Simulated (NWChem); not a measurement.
Molecule: BeGeH3I; SMILES [GeH3][Be][I]

Program: NWChem. The geometry was optimised at PBE0/def2-SVP. def2 effective core potentials on I; no spin-orbit coupling. Field at 589 nm.

For level B3LYP/def2-SVP (core potentials):

| Item | Value |
|---|---|
| isotropic polarisability (bohr³) | 78.2 |
| anisotropy (bohr³) | 52.3 |

Q: How do the values read with level B3LYP/def2-SVPD (core potentials) instead?

A: The isotropic polarisability (bohr³) comes out as 95.1 and the anisotropy (bohr³) is 50.6.
